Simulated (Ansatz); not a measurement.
Breaking the Ga1–H2 bond in GaH3 (SMILES [GaH3]) (multiplicity 1 held, fragments rigid). Energies count from the point at 1.570 Å.
Geometry at that point (charge 0, multiplicity 1):
```xyz
4

Ga     0.0000     0.0000     0.0000
H      1.5659    -0.1090    -0.0205
H     -0.8774    -1.3017     0.0061
H     -0.6885     1.4107     0.0144
```

R- and RO- levels are restricted; in cc, def2 and unpolarised 6-31G sets they are followed outwards from rest. U- levels take the lowest unrestricted solution at each point, which mixes spins at long bonds. Active spaces are followed from a long bond inwards. Full CI gives the lowest state of the spin. Levels need not reach the same state.

Cores are frozen in the correlated methods. Filled d and f shells under p-block atoms count as core.

Codes used: Ansatz (Gaussian orbitals). Each number belongs to the level named beside it.

Energies in eV.

```csv
R (Å),R-CCSD/cc-pVDZ,U-CCSD(T)/cc-pVDZ,"SC-NEVPT2 on CASSCF(2,2)/cc-pVDZ","FIC-NEVPT4(SD) on CASSCF(2,2)/cc-pVDZ",FCI/cc-pVDZ
1.256,1.23,1.24,1.25,1.23,1.24
1.413,0.26,0.26,0.27,0.26,0.26
1.570,0.00,0.00,0.00,0.00,0.00
1.727,0.12,0.11,0.10,0.11,0.11
1.884,0.43,0.42,0.39,0.42,0.42
2.119,1.03,1.02,0.97,1.01,1.02
2.355,1.66,1.64,1.56,1.62,1.63
2.747,2.54,2.52,2.38,2.46,2.47
3.140,3.13,3.09,2.90,3.00,3.00
3.611,3.51,3.40,3.22,3.31,3.32
4.239,3.70,3.47,3.35,3.45,3.46
5.024,3.77,3.48,3.38,3.48,3.49
```

Doubts at one or more of the structures used: a restricted determinant that unrestricted orbitals would lower (R-CCSD/cc-pVDZ); other coupled-cluster roots lie near (R-CCSD/cc-pVDZ); T1 above 0.05 (R-CCSD/cc-pVDZ, U-CCSD(T)/cc-pVDZ); a spin-contaminated determinant (U-CCSD(T)/cc-pVDZ).

Ansatz is an electronic-structure program.
